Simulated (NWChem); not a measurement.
System: C$_{5}$H$_{3}$N; SMILES C#C/C=C/C#N

NWChem input:

```
start job
memory heap 200 mb stack 900 mb global 1100 mb
geometry units angstroms noautoz
  C     -0.118029    -3.036599     0.000000
  C      0.126246    -1.834131     0.000000
  C      0.453823    -0.457840     0.000000
  C     -0.471129     0.547828     0.000000
  C     -0.112519     1.924606     0.000000
  N      0.158980     3.068746     0.000000
  H     -0.342847    -4.094560     0.000000
  H      1.527129    -0.196549     0.000000
  H     -1.548555     0.313423     0.000000
end
basis spherical
  * library def2-svp
end
dft
  xc b3lyp
  iterations 150
  mulliken
end
task dft energy
```

Geometry: optimised at PBE-D3(BJ)/def2-SVP.

Q: Predict the main results of this run. (B3LYP/def2-SVP.) Quantities: energy (Ha); highest occupied level (eV); orbital gap (eV); dipole (D).

A: 
```yaml
energy (Ha): -246.80
highest occupied level (eV): -7.38
orbital gap (eV): 4.78
dipole (D): 4.02
```
